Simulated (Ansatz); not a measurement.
A structure relaxed at r2SCAN-D4/def2-SVP in Ansatz, charge 1, singlet:

```xyz
7

Li   -0.510    0.486   -1.369
Ag    0.747    1.320    0.824
Ag   -1.776    2.008    1.331
Ag   -1.337   -0.588    0.918
Ag   -1.041   -2.732   -0.636
Ag    1.148   -1.265   -0.249
Ag    2.770    0.770   -0.820
```

Q: Give its formula and point group.

A: the cluster LiAg6⁺. Point group C3v (tolerance 0.1 Å).

Q: Summarise the bond lengths by kind (pairs closer than 1.2 times the sum of covalent radii, bridged metal pairs left out).

A: 9 × Ag–Ag 2.66 to 2.83 Å; 3 × Ag–Li 2.66 Å.

In the def2 sets Ag takes a core potential; there is no spin–orbit coupling. Another isomer (singlet) lies 0.13 eV lower at PBE0-D4/def2-TZVP; other spin states weren't run for this one.
